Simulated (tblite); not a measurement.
Compound: C₂H₅F₃SSi.
Z-matrix (Å and degrees, GFN2-xTB geometry), rows numbered from 1:
```
F 
C   1  1.3566
F   2  1.3520  1  105.77
C   2  1.5169  1  111.44  3  -118.97
F   4  1.3841  2  108.20  1   -87.03
Si  4  1.9309  2  111.37  1    33.72
S   6  2.1394  4  106.69  2   172.75
H   2  1.1005  1  107.74  3   116.17
H   4  1.0956  2  107.57  1   158.84
H   6  1.4553  4  107.15  2   -68.38
H   6  1.4511  4  108.02  2    58.47
H   7  1.3263  6   96.94  4    39.67
```

Computed values, GFN2-xTB/tblite, gas phase, harmonic and unscaled. Against measured fundamentals such values can be off by several per cent, at times by over 20. Modes of hydrogen on silicon and sulfur can be 10 to 20 % off. One conformer, not necessarily the lowest.

Harmonic wavenumbers (cm⁻¹): 37.7, 47.1, 100.6, 141.1, 173.4, 212.0, 270.1, 405.7, 464.2, 493.8, 536.5, 570.8, 595.4, 669.1, 714.6, 722.3, 752.7, 957.3, 1040.1, 1050.4, 1110.3, 1177.2, 1244.1, 1277.7, 1290.5, 2343.3, 2383.6, 2452.1, 2909.8, 2932.0.

A = 3149, B = 915.8, C = 846.4 MHz; mass 145.983 u (most abundant isotopes); point group C1, symmetry number 1.

Question: Zero-point energy?

Answer: Half the sum of the wavenumbers: 14538 cm⁻¹ = 173.91 kJ/mol.

Question: What is S at 500 K and 1 bar for an ideal gas of classical rigid rotors and harmonic oscillators?

Answer: Translation 181.75, rotation 128.90, vibration 185.19: S = 495.8 J/(mol K).

Question: And Cp and H(500 K) − H(0)?

Answer: Cp = 186.40 J/(mol K), of which vibrations give 153.14 (their classical limit is 30 R = 249.4); H(500 K) − H(0) = 60.85 kJ/mol without the zero-point energy, 44.22 from vibrations.

Question: Blend soft modes into free rotors: weight 1/[1 + (100 cm⁻¹/ν̃)⁴] for the oscillator and the rest for a rotor with moment μB/(μ + B), μ = h/(8π²ν), B = 10⁻⁴⁴ kg m². What vibrational entropy results?

Answer: 166.15 J/(mol K) in place of 185.19, which changes −T·S at 500 K by +9.52 kJ/mol.

Question: What must be added to the electronic energy to get the Gibbs energy at 500 K and 1 bar?

Answer: ZPE + [H(500 K) − H(0)] − T·S = 173.91 + 60.85 − 247.92 = -13.16 kJ/mol.

Question: How do the functions run with temperature in this model?

Answer: 
```csv
T (K),S (J/(mol K)),Cp (J/(mol K)),H − H(0) (kJ/mol),G − H(0) (kJ/mol),ln q(vib)
50,251.6,57.1,2.21,-10.37,0.79
100,297.5,76.4,5.57,-24.17,2.15
298.15,411.0,141.6,27.34,-95.20,7.11
373.15,445.0,161.1,38.72,-127.32,8.85
750,578.0,218.1,111.78,-321.73,16.61
1000,643.6,237.2,168.88,-474.71,20.96
```

q(vib) and H(0) count from the zero-point level.

Hindered rotation and anharmonicity are outside this model. Other conformers, if any are populated, would add a mixing term that is left out. The structure is chiral; the term R ln 2 for an equal mix with its mirror image is left out.
